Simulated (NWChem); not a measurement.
System: BiHBr₂; SMILES [BiH]([Br])[Br]

Here is an NWChem input.

```
start job
memory heap 200 mb stack 900 mb global 1100 mb
geometry units angstroms noautoz
  Bi    -0.722108     0.002914     0.000000
  H     -0.834412    -1.799154     0.000000
  Br     0.938584     0.028600    -2.023093
  Br     0.938584     0.028600     2.023093
end
basis spherical
  * library def2-svp
end
ecp
  Bi library def2-ecp
end
dft
  xc scan
  grid coarse
  iterations 150
  mulliken
end
task dft gradient
```

Parts of the log:

```
             Northwest Computational Chemistry Package (NWChem) 7.3.0
             --------------------------------------------------------

 CS  symmetry detected

                             Geometry "geometry" -> ""
                             -------------------------

 Output coordinates in angstroms (scale by  1.889725989 to convert to a.u.)

  No.       Tag          Charge          X              Y              Z
 ---- ---------------- ---------- -------------- -------------- --------------
    1 Bi                  83.0000    -0.75395171     0.01643215     0.00000000
    2 H                    1.0000    -0.90543254    -1.78276623     0.00000000
    3 Br                  35.0000     0.90690606     0.00598425     2.02309300
    4 Br                  35.0000     0.90690606     0.00598425    -2.02309300

 Effective nuclear repulsion energy (a.u.)    1370.5144246518

      Symmetry information
      --------------------

 Group name             Cs
 Group number              2
 Group order               2
 No. of unique centers     3

                                 NWChem DFT Module
                                 -----------------

 Summary of "ao basis" -> "ao basis" (spherical)
 ------------------------------------------------------------------------------
       Tag                 Description            Shells   Functions and Types
 ---------------- ------------------------------  ------  ---------------------
 Bi                         def2-svp                10       26   4s4p2d
 H                          def2-svp                 3        5   2s1p
 Br                         def2-svp                12       32   5s4p3d

      Symmetry analysis of basis
      --------------------------

        a'         54
        a"         41

            General Information
            -------------------
          SCF calculation type: DFT
          Wavefunction type:  closed shell.
          No. of atoms     :     4
          No. of electrons :    94
           Alpha electrons :    47
            Beta electrons :    47
          Charge           :     0
          Spin multiplicity:     1
          Use of symmetry is: on ; symmetry adaption is: on
          Maximum number of iterations: 150
          AO basis - number of functions:    95
                     number of shells:    37
          Convergence on energy requested:  1.00D-06
          Convergence on density requested:  1.00D-05
          Convergence on gradient requested:  5.00D-04

              XC Information
              --------------
                         SCAN Method XC Functional
                  SCAN metaGGA Exchange Functional  1.000
                        SCAN Correlation Potential  1.000

             Grid Information
             ----------------
          Grid used for XC integration:  coarse
          Radial quadrature: Mura-Knowles
          Angular quadrature: Lebedev.
          Tag              B.-S. Rad. Rad. Pts. Rad. Cut. Ang. Pts.
          ---              ---------- --------- --------- ---------
          Bi                  1.60      104           8.0       302
          H                   0.35       35           9.0       302
          Br                  1.15       95          10.0       302
          Grid pruning is: on
          Number of quadrature shells:   234
          Spatial weights used:  Erf1

      Superposition of Atomic Density Guess
      -------------------------------------

 Sum of atomic energies:       -5390.08990867

      Non-variational initial energy
      ------------------------------

 Total energy =   -5358.349725
 1-e energy   =   -8543.707095
 2-e energy   =    2681.527744
 HOMO         =      -0.285617
 LUMO         =      -0.029524

      Symmetry analysis of molecular orbitals - initial
      -------------------------------------------------

  Numbering of irreducible representations:

     1 a'          2 a"

  Orbital symmetries:

     1 a'          2 a"          3 a"          4 a'          5 a'
     6 a"          7 a"          8 a'          9 a"         10 a'
    11 a"         12 a'         13 a'         14 a"         15 a'
    16 a'         17 a"         18 a"         19 a'         20 a'
    21 a"         22 a'         23 a'         24 a"         25 a'
    26 a'         27 a"         28 a"         29 a'         30 a'
    31 a"         32 a"         33 a'         34 a"         35 a"
    36 a'         37 a'         38 a'         39 a"         40 a'
    41 a"         42 a'         43 a'         44 a"         45 a"
    46 a'         47 a'         48 a'         49 a"         50 a'
    51 a"         52 a'         53 a'         54 a'         55 a"
    56 a'         57 a'

     ---------------------------------------------
      Total Density - Mulliken Population Analysis
     ---------------------------------------------

    Atom       Charge   Shell Charges
 -----------   ------   -------------------------------------------------------
    1 Bi  23    21.77   2.92 -0.87  1.20  0.63  4.71  1.27  1.03  0.80  9.75  0.34
    2 H    1     1.12   0.64  0.47  0.01
    3 Br  35    35.56   2.00  2.00  2.00  1.37  0.59  6.00  5.99  2.40  3.20  8.23  1.73  0.05
    4 Br  35    35.56   2.00  2.00  2.00  1.37  0.59  6.00  5.99  2.40  3.20  8.23  1.73  0.05

   convergence    iter        energy       DeltaE   RMS-Dens  Diis-err
 ---------------- ----- ----------------- --------- --------- ---------
 d= 0,ls=0.0,diis     1  -5363.4316509510 -5.87D+03  2.36D-02  5.77D-01
 d= 0,ls=0.0,diis     2  -5363.2277487995  2.04D-01  1.62D-02  1.67D+00
 d= 0,ls=0.0,diis     3  -5363.5072593313 -2.80D-01  3.15D-03  3.77D-02
 d= 0,ls=0.0,diis     4  -5363.5143415425 -7.08D-03  8.34D-04  3.44D-03
 d= 0,ls=0.0,diis     5  -5363.5149087773 -5.67D-04  1.90D-04  3.51D-04
  Resetting Diis
 d= 0,ls=0.0,diis     6  -5363.5149564358 -4.77D-05  4.71D-05  4.98D-06
 d= 0,ls=0.0,diis     7  -5363.5149570103 -5.74D-07  4.31D-05  2.02D-06
 d= 0,ls=0.0,diis     8  -5363.5149566835  3.27D-07  2.48D-05  3.49D-06
 d= 0,ls=0.0,diis     9  -5363.5149574654 -7.82D-07  1.91D-06  2.12D-08

         Total DFT energy =    -5363.514957465395
      One electron energy =    -8544.991951244105
           Coulomb energy =     2878.419263317778
    Exchange-Corr. energy =     -200.771894915605
 Nuclear repulsion energy =      503.829625376537

 Numeric. integr. density =       94.000132311363

                  Occupations of the irreducible representations
                  ----------------------------------------------

                     irrep           alpha         beta
                     --------     --------     --------
                     a'               26.0         26.0
                     a"               21.0         21.0

                       DFT Final Molecular Orbital Analysis
                       ------------------------------------

 Vector   45  Occ=2.000000D+00  E=-2.692874D-01  Symmetry=a"
              MO Center=  8.7D-01,  5.3D-03,  9.6D-14, r^2= 5.5D+00
   Bfn.  Coefficient  Atom+Function         Bfn.  Coefficient  Atom+Function
  ----- ------------  ---------------      ----- ------------  ---------------
    47      0.431471  3 Br py                79     -0.431471  4 Br py
    44      0.378402  3 Br py                76     -0.378402  4 Br py
    41     -0.251554  3 Br py                73      0.251554  4 Br py
    38      0.081773  3 Br py                70     -0.081773  4 Br py
    18     -0.058017  1 Bi d -1              23      0.047387  1 Bi d -1

 Vector   46  Occ=2.000000D+00  E=-2.654631D-01  Symmetry=a"
              MO Center=  8.6D-01,  7.5D-03,  2.8D-14, r^2= 5.6D+00
   Bfn.  Coefficient  Atom+Function         Bfn.  Coefficient  Atom+Function
  ----- ------------  ---------------      ----- ------------  ---------------
    48      0.348795  3 Br pz                80      0.348795  4 Br pz
    45      0.310100  3 Br pz                77      0.310100  4 Br pz
    46     -0.256157  3 Br px                78      0.256157  4 Br px
    43     -0.231159  3 Br px                75      0.231159  4 Br px
    42     -0.204737  3 Br pz                74     -0.204737  4 Br pz

 Vector   47  Occ=2.000000D+00  E=-2.520953D-01  Symmetry=a'
              MO Center=  3.7D-01, -2.0D-01,  5.4D-14, r^2= 5.6D+00
   Bfn.  Coefficient  Atom+Function         Bfn.  Coefficient  Atom+Function
  ----- ------------  ---------------      ----- ------------  ---------------
    47      0.359297  3 Br py                79      0.359297  4 Br py
    44      0.311618  3 Br py                76      0.311618  4 Br py
    27      0.231024  2 H  s                 28      0.212599  2 H  s
    12     -0.207451  1 Bi py                41     -0.206384  3 Br py
    73     -0.206384  4 Br py                 4     -0.201903  1 Bi s

 Vector   48  Occ=0.000000D+00  E=-1.141953D-01  Symmetry=a'
              MO Center= -3.2D-01,  2.6D-03, -4.4D-14, r^2= 4.9D+00
   Bfn.  Coefficient  Atom+Function         Bfn.  Coefficient  Atom+Function
  ----- ------------  ---------------      ----- ------------  ---------------
    14      0.609624  1 Bi px                11      0.561616  1 Bi px
    48      0.378012  3 Br pz                80     -0.378012  4 Br pz
     3      0.368516  1 Bi s                  5     -0.252274  1 Bi px
    45      0.229262  3 Br pz                77     -0.229262  4 Br pz
     1     -0.182598  1 Bi s                 36     -0.174114  3 Br s

 Vector   49  Occ=0.000000D+00  E=-9.916851D-02  Symmetry=a"
              MO Center= -4.5D-01, -5.9D-03,  2.8D-14, r^2= 4.7D+00
   Bfn.  Coefficient  Atom+Function         Bfn.  Coefficient  Atom+Function
  ----- ------------  ---------------      ----- ------------  ---------------
    16      0.672128  1 Bi pz                13      0.589709  1 Bi pz
    46      0.330300  3 Br px                78     -0.330300  4 Br px
     7     -0.264616  1 Bi pz                48      0.205934  3 Br pz
    80      0.205934  4 Br pz                43      0.203889  3 Br px
    75     -0.203889  4 Br px                36     -0.183424  3 Br s

 Vector   50  Occ=0.000000D+00  E=-3.765482D-02  Symmetry=a'
              MO Center= -7.5D-01, -3.9D-01, -2.5D-14, r^2= 4.3D+00
   Bfn.  Coefficient  Atom+Function         Bfn.  Coefficient  Atom+Function
  ----- ------------  ---------------      ----- ------------  ---------------
    28      1.061291  2 H  s                 15      0.873336  1 Bi py
    12      0.494015  1 Bi py                 3     -0.413216  1 Bi s
     4     -0.355172  1 Bi s                 27      0.308910  2 H  s
     6     -0.210549  1 Bi py                 1      0.207120  1 Bi s
    47     -0.140068  3 Br py                79     -0.140068  4 Br py

     ---------------------------------------------
      Total Density - Mulliken Population Analysis
     ---------------------------------------------

    Atom       Charge   Shell Charges
 -----------   ------   -------------------------------------------------------
    1 Bi  23    22.36   2.94 -0.87  1.37  0.45  4.72  1.29  1.52  0.79  9.69  0.45
    2 H    1     1.06   0.67  0.37  0.01
    3 Br  35    35.29   2.00  2.00  1.99  1.43  0.55  6.00  5.98  2.35  2.97  8.19  1.74  0.09
    4 Br  35    35.29   2.00  2.00  1.99  1.43  0.55  6.00  5.98  2.35  2.97  8.19  1.74  0.09

     -------------------------------------------
      Total Density - Lowdin Population Analysis
     -------------------------------------------

    Atom       Charge   Shell Charges
 -----------   ------   -------------------------------------------------------
    1 Bi  23    22.57   1.48  0.48  1.10  0.74  4.08  1.68  1.53  1.22  9.31  0.96
    2 H    1     1.08   0.61  0.44  0.03
    3 Br  35    35.17   2.00  2.00  1.96  1.16  0.78  5.99  5.81  2.46  2.99  7.84  2.03  0.16
    4 Br  35    35.17   2.00  2.00  1.96  1.16  0.78  5.99  5.81  2.46  2.99  7.84  2.03  0.16

     Multipole analysis of the density
     ---------------------------------

     L   x y z        total         alpha         beta         nuclear
     -   - - -        -----         -----         ----         -------
     0   0 0 0     -0.000000    -47.000000    -47.000000     94.000000

     1   1 0 0     -1.353434    -43.419581    -43.419581     85.485728
     1   0 1 0      0.141764      1.002450      1.002450     -1.863136
     1   0 0 1     -0.000000     -0.000000     -0.000000      0.000000

     2   2 0 0    -47.054011   -151.134531   -151.134531    255.215051
     2   1 1 0     -0.004355     -3.053879     -3.053879      6.103404
     2   1 0 1     -0.000000     -0.000000     -0.000000      0.000000
     2   0 2 0    -49.482827    -30.431856    -30.431856     11.380884
     2   0 1 1      0.000000      0.000000      0.000000      0.000000
     2   0 0 2    -52.792049   -537.957005   -537.957005   1023.121960

            General Information
            -------------------
          SCF calculation type: DFT
          Wavefunction type:  closed shell.
          No. of atoms     :     4
          No. of electrons :    94
           Alpha electrons :    47
            Beta electrons :    47
          Charge           :     0
          Spin multiplicity:     1
          Use of symmetry is: on ; symmetry adaption is: on
          Maximum number of iterations: 150
          AO basis - number of functions:    95
                     number of shells:    37
          Convergence on energy requested:  1.00D-06
          Convergence on density requested:  1.00D-05
          Convergence on gradient requested:  5.00D-04

              XC Information
              --------------
                         SCAN Method XC Functional
                  SCAN metaGGA Exchange Functional  1.000
                        SCAN Correlation Potential  1.000

             Grid Information
             ----------------
          Grid used for XC integration:  coarse
          Radial quadrature: Mura-Knowles
          Angular quadrature: Lebedev.
          Tag              B.-S. Rad. Rad. Pts. Rad. Cut. Ang. Pts.
          ---              ---------- --------- --------- ---------
          Bi                  1.60      104           8.0       302
          H                   0.35       35           9.0       302
          Br                  1.15       95          10.0       302
          Grid pruning is: on
          Number of quadrature shells:   234
          Spatial weights used:  Erf1

          Convergence Information
          -----------------------
          Convergence aids based upon iterative change in
          total energy or number of iterations.
          Levelshifting, if invoked, occurs when the
          HOMO/LUMO gap drops below (HL_TOL):  1.00D-02
          DIIS, if invoked, will attempt to extrapolate
          using up to (NFOCK): 10 stored Fock matrices.

                    Damping( 0%)  Levelshifting(0.5)       DIIS
                  --------------- ------------------- ---------------
          dE  on:    start            ASAP                start
          dE off:    2 iters        150 iters           150 iters

                            NWChem DFT Gradient Module
                            --------------------------

  charge          =   0.00
  wavefunction    = closed shell

  Using symmetry

                         DFT ENERGY GRADIENTS

    atom               coordinates                        gradient
                 x          y          z           x          y          z
   1 Bi     -1.424762   0.031052   0.000000    0.002026   0.000078   0.000000
   2 H      -1.711019  -3.368940   0.000000    0.000116  -0.000032   0.000000
   3 Br      1.713804   0.011309   3.823091   -0.001071  -0.000023  -0.001304
   4 Br      1.713804   0.011309  -3.823091   -0.001071  -0.000023   0.001304
```

Level: SCAN/def2-SVP with def2 effective core potentials on Bi. All runs use the structure optimised with PBE0/def2-SVP. def2 effective core potentials on Bi; no spin-orbit coupling.
